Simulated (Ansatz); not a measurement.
C2H9NSi3, SMILES [SiH3]C#C[SiH2]N[SiH3].

Geometry: PBE-D3(BJ)/def2-SVP. This is a generated structure with no PubChem entry under its InChIKey; it may be hypothetical. One conformer was computed; it need not be the lowest.

Two levels are set side by side: PBE/def2-SVPD (Ansatz, a program for electronic structure) and PBE0/def2-SVPD (Ansatz). Energy differences of separate SCF runs at the same geometry; the states with an electron removed or added have multiplicity 2 and 2. Differences are taken from unrounded values.

| quantity | PBE0 |
|---|---|
| vertical ionisation energy (eV) | 9.34 |
| vertical singlet–triplet gap (eV) | 4.45 |

**Question.** What does PBE give, and how far is it from PBE0? (The exact figures need the calculation; the answer reports its results.)

**Answer.** 
```
quantity                            PBE  PBE minus PBE0
---------------------------------  ----  --------------
vertical ionisation energy (eV)    8.91           -0.43
vertical singlet–triplet gap (eV)  4.40           -0.06
```
